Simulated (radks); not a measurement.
Values are calculated unless marked as measured or tabulated.
Valence configurations of the niobium ion Nb2+ (all share [Kr]). Level of theory: scalar-relativistic Kohn-Sham, PBE, spin-polarised, spherical densities, point nucleus; open shells are filled with parallel spins first (spin-orbit coupling, left out, can overturn this in heavy ions) (a radial shooting solver on a logarithmic mesh with Libxc functionals). Energies are relative to 4d3; eigenvalues in eV for spin up.

valence,E (eV),moment (Bohr magnetons),e(4d),e(5p),e(5s)
4d3,0.000,3,-19.985,-,-
4d2 5s1,3.045,3,-22.632,-,-19.070
4d2.5 5p0.5,3.893,3,-21.758,-13.533,-
4d2 5s0.5 5p0.5,5.630,3,-23.086,-14.183,-19.358
4d2 5p1,8.218,3,-23.531,-14.465,-
4d1 5s2,8.412,1,-25.063,-,-20.032
4d1 5p2,18.123,3,-27.009,-16.257,-
5s2 5p1,19.684,1,-,-16.510,-22.218

NIST lists [Kr] 4d3 as the ground configuration; this level of theory agrees among the configurations tried. The energies are those of spherical high-spin densities, not of single terms.
